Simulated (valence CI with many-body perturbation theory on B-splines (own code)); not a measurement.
## E1 line list for Re⁴⁺

Calculated by relativistic CI+MBPT: three valence electrons over a frozen Dirac-Fock core [Xe] 4f14, a basis of 7 s, 7 p, 8 d, 6 f, 4 g, 1 h functions for each j, with the one-electron correlation potential Σ1, the two-electron term Σ2, the three-electron term Σ3, Breit, model QED; selected CI, second order for the rest, scaled by the run's own slope (own B-spline code, finite nucleus).

Against 69 measured levels this calculation errs by 1213 cm⁻¹ on average and by 2255 at most. These come from a selection out of Brasseur, Gamrath and Quinet, At. Data Nucl. Data Tables 157, 101636 (2024). Levels without a partner in it may be off by more, other configurations by 1,000 to 8,000 cm⁻¹. The list stops below the first excitations out of the core.

Lines 201 to 250 of 600 in falling wavelength, among levels below 31.670 eV, chosen from the strongest by gf and those to the six lowest levels. Wavelengths and rates use the calculated energies, so an error of 1000 cm⁻¹ moves a line at 1111 Å by 1.1 % and its rate by three times that or more. Electric multipoles are in the length gauge, E1 and E2 with the static RPA response of the core. Weak lines are less certain than strong ones. Lines between different terms over intervals too small for the method are left out, as are lines whose strength nearly cancels. Where a level lies close to another of its J and parity, the split of strength between their lines is uncertain. The highest levels of a list are the least certain.

Levels are named by their leading jj configuration (3d3/2^4 stands for four electrons in 3d with j = 3/2), which in mixed levels can hold well under half, so a name can repeat and another be missing. Letters in brackets count levels of one name in rising energy.

```
λ vac (Å)                          Upper                          Lower   A (s⁻¹)  log gf  Branch %
     1137  (5d3/2 5d5/2 6d5/2) J=5/2 [b]  (5d3/2 5d5/2 6p3/2) J=5/2 [b]  3.60e+08   -0.38      10.6
     1135  (5d3/2 5d5/2 6d5/2) J=7/2 [b]  (5d3/2 5d5/2 6p3/2) J=7/2 [c]  9.41e+08    0.16      25.7
     1135     (5d3/2 5d5/2 6d3/2) J=11/2          (5d5/2^2 6p1/2) J=9/2  1.27e+08   -0.53       3.1
     1133          (5d3/2^2 6d5/2) J=5/2      (5d3/2^2 6p3/2) J=3/2 [a]  1.80e+09    0.32      50.9
     1131  (5d3/2 5d5/2 6d3/2) J=5/2 [d]      (5d3/2^2 6p3/2) J=3/2 [b]  2.61e+08   -0.52       6.5
     1129  (5d3/2 5d5/2 6d5/2) J=5/2 [c]  (5d3/2 5d5/2 6p3/2) J=3/2 [b]  1.30e+09    0.17      36.8
     1128  (5d3/2 5d5/2 6d5/2) J=7/2 [d]  (5d3/2 5d5/2 6p3/2) J=5/2 [c]  9.57e+08    0.16      26.8
     1127  (5d3/2 5d5/2 6d5/2) J=9/2 [a]  (5d3/2 5d5/2 6p3/2) J=7/2 [a]  2.00e+09    0.58      56.2
     1126          (5d5/2^2 6d3/2) J=9/2  (5d3/2 5d5/2 6p3/2) J=7/2 [c]  9.64e+08    0.26      25.0
     1126          (5d3/2^2 6d5/2) J=3/2      (5d3/2^2 6p3/2) J=3/2 [a]  1.46e+09    0.05      41.2
     1124     (5d3/2 5d5/2 6d5/2) J=11/2  (5d3/2 5d5/2 6p3/2) J=9/2 [a]  2.84e+09    0.81      79.1
     1121  (5d3/2 5d5/2 6d5/2) J=7/2 [a]  (5d3/2 5d5/2 6p3/2) J=5/2 [a]  1.10e+09    0.22      30.3
     1120         (5d5/2 6s 6p3/2) J=1/2             (5d3/2 6s^2) J=3/2  8.62e+08   -0.49      14.5
     1120  (5d3/2 5d5/2 6d3/2) J=5/2 [a]  (5d3/2 5d5/2 6p3/2) J=7/2 [a]  2.08e+08   -0.63       5.3
     1119     (5d3/2 6s 6p3/2) J=5/2 [b]             (5d3/2 6s^2) J=3/2  2.66e+09    0.48      28.6
     1119         (5d5/2^2 6d5/2) J=13/2         (5d5/2^2 6p3/2) J=11/2  3.57e+09    0.97     100.0
     1119  (5d3/2 5d5/2 6d5/2) J=5/2 [c]  (5d3/2 5d5/2 6p3/2) J=7/2 [d]  1.71e+08   -0.72       4.8
     1118          (5d3/2^2 6d5/2) J=1/2      (5d3/2^2 6p3/2) J=3/2 [a]  7.39e+08   -0.56      21.4
     1117  (5d3/2 5d5/2 6d5/2) J=5/2 [c]  (5d3/2 5d5/2 6p3/2) J=5/2 [c]  2.50e+08   -0.55       7.1
     1117          (5d3/2^2 6d5/2) J=9/2  (5d3/2 5d5/2 6p1/2) J=7/2 [b]  5.92e+08    0.04      16.2
     1115     (5d5/2 6s 6p3/2) J=7/2 [b]             (5d5/2 6s^2) J=5/2  2.46e+09    0.56      28.9
     1113  (5d3/2 5d5/2 6d5/2) J=7/2 [a]  (5d3/2 5d5/2 6p3/2) J=7/2 [a]  5.94e+08   -0.05      16.4
     1113          (5d3/2^2 6d5/2) J=5/2          (5d3/2^2 6p3/2) J=5/2  6.36e+08   -0.15      17.9
     1113  (5d3/2 5d5/2 6d3/2) J=7/2 [a]          (5d3/2^2 6p3/2) J=7/2  4.57e+08   -0.17      10.8
     1111  (5d3/2 5d5/2 6p3/2) J=3/2 [a]             (5d3/2^2 6s) J=5/2  3.42e+08   -0.60      10.6
     1110  (5d3/2 5d5/2 6d5/2) J=9/2 [a]  (5d3/2 5d5/2 6p3/2) J=9/2 [a]  2.73e+08   -0.30       7.7
     1109          (5d3/2^2 6d5/2) J=7/2          (5d3/2^2 6p3/2) J=5/2  1.71e+09    0.40      47.2
     1108  (5d3/2 5d5/2 6p3/2) J=5/2 [b]     (5d3/2 5d5/2 6s) J=7/2 [a]  2.36e+08   -0.59       6.3
     1106  (5d3/2 5d5/2 6d5/2) J=3/2 [a]  (5d3/2 5d5/2 6p3/2) J=5/2 [a]  5.72e+08   -0.38      16.9
     1104  (5d3/2 5d5/2 6d5/2) J=7/2 [b]  (5d3/2 5d5/2 6p3/2) J=7/2 [b]  3.32e+08   -0.31       9.1
     1104             (5d3/2^2 7s) J=3/2          (5d3/2^2 6p3/2) J=1/2  2.77e+08   -0.69       6.1
     1104         (5d3/2 5d5/2 7s) J=5/2  (5d3/2 5d5/2 6p3/2) J=7/2 [c]  3.82e+08   -0.38       9.1
     1101  (5d3/2 5d5/2 6d3/2) J=7/2 [b]          (5d5/2^2 6p1/2) J=9/2  1.93e+08   -0.55       4.9
     1100     (5d5/2 6s 6p3/2) J=3/2 [b]             (5d3/2 6s^2) J=3/2  1.28e+09   -0.03      16.7
     1099  (5d3/2 5d5/2 6d5/2) J=7/2 [d]  (5d3/2 5d5/2 6p3/2) J=5/2 [b]  7.48e+08    0.03      20.9
     1096          (5d5/2^2 6d3/2) J=9/2  (5d3/2 5d5/2 6p3/2) J=7/2 [b]  5.25e+08   -0.02      13.6
     1095  (5d3/2 5d5/2 6d3/2) J=7/2 [c]  (5d3/2 5d5/2 6p3/2) J=7/2 [c]  2.36e+08   -0.47       5.5
     1095  (5d3/2 5d5/2 6d5/2) J=3/2 [c]      (5d3/2^2 6p3/2) J=3/2 [b]  6.16e+08   -0.35      17.1
     1095  (5d3/2 5d5/2 6d3/2) J=5/2 [c]  (5d3/2 5d5/2 6p3/2) J=3/2 [a]  3.59e+08   -0.41       8.8
     1092  (5d3/2 5d5/2 6d3/2) J=5/2 [d]  (5d3/2 5d5/2 6p3/2) J=7/2 [c]  2.16e+08   -0.64       5.4
     1092  (5d3/2 5d5/2 6d3/2) J=1/2 [c]  (5d3/2 5d5/2 6p3/2) J=1/2 [a]  1.77e+09   -0.20      45.0
     1091  (5d3/2 5d5/2 6d5/2) J=9/2 [b]  (5d3/2 5d5/2 6p3/2) J=7/2 [c]  1.81e+08   -0.49       5.0
     1091  (5d3/2 5d5/2 6d3/2) J=7/2 [b]  (5d3/2 5d5/2 6p3/2) J=7/2 [b]  3.48e+08   -0.30       8.9
     1091      (5d3/2 5d5/2 6d3/2) J=9/2          (5d3/2^2 6p3/2) J=7/2  4.40e+08   -0.11      10.7
     1090  (5d3/2 5d5/2 6d5/2) J=3/2 [c]  (5d3/2 5d5/2 6p3/2) J=1/2 [a]  7.71e+08   -0.26      21.4
     1089  (5d3/2 5d5/2 6d5/2) J=5/2 [c]  (5d3/2 5d5/2 6p3/2) J=5/2 [b]  6.41e+08   -0.17      18.1
     1088     (5d5/2 6s 6p3/2) J=3/2 [c]             (5d5/2 6s^2) J=5/2  1.77e+09    0.10      15.7
     1087  (5d3/2 5d5/2 6d5/2) J=5/2 [b]  (5d3/2 5d5/2 6p3/2) J=7/2 [c]  2.70e+08   -0.54       7.9
     1083  (5d3/2 5d5/2 6d3/2) J=7/2 [c]          (5d5/2^2 6p1/2) J=5/2  1.52e+08   -0.67       3.6
     1083  (5d3/2 5d5/2 6d5/2) J=9/2 [c]  (5d3/2 5d5/2 6p3/2) J=7/2 [c]  3.38e+08   -0.23       8.9
```

Problem. How does gf follow from A for the line at 1111 Å?

Solution. gf = 1.4992 × (2J+1)_upper × A / σ², with σ = 89986 cm⁻¹ and 2J+1 = 4: gf = 0.253.
